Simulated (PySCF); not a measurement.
PySCF 2.14 output of a UHF calculation on a single atom or ion in aug-cc-pwCVTZ-DK (11s10p8d4f3g, 136 functions), with the spin-free X2C one-electron Hamiltonian (Gaussian nucleus):

```
SCF conv_tol = 1e-09
number electrons alpha = 23  beta = 18
cycle= 1 E= -3817.07635751638  delta_E= -0.0085  |g|= 0.0321  |ddm|= 0.0754
cycle= 2 E= -3817.07722972151  delta_E= -0.000872  |g|= 0.0105  |ddm|= 0.0367
cycle= 3 E= -3817.07760641283  delta_E= -0.000377  |g|= 0.00591  |ddm|= 0.0336
cycle= 4 E= -3817.07782268356  delta_E= -0.000216  |g|= 0.00455  |ddm|= 0.0273
cycle= 5 E= -3817.07805876989  delta_E= -0.000236  |g|= 0.00162  |ddm|= 0.0552
cycle= 6 E= -3817.07807921234  delta_E= -2.04e-05  |g|= 0.000502  |ddm|= 0.0184
cycle= 7 E= -3817.07807983754  delta_E= -6.25e-07  |g|= 0.000103  |ddm|= 0.00366
cycle= 8 E= -3817.07807987183  delta_E= -3.43e-08  |g|= 2.69e-05  |ddm|= 0.00144
cycle= 9 E= -3817.078079874  delta_E= -2.17e-09  |g|= 6e-06  |ddm|= 0.000412
cycle= 10 E= -3817.07807987415  delta_E= -1.55e-10  |g|= 1.51e-06  |ddm|= 0.000101
converged SCF energy = -3817.07807987415  <S^2> = 8.755182  2S+1 = 6.0017271
```

The run itself started from symmetry-adapted Hartree-Fock orbitals and held the occupation by maximum overlap, so the iterations belong to that start.

Problem. Which element, charge and spin multiplicity is this?

Solution. Nb (niobium, neutral), multiplicity 6; the state was [Kr] 4d3 5s1 5p1, one real determinant (an excited configuration).

⟨L²⟩ = 13.93 against 20 for a pure G term, so this real determinant mixes terms.
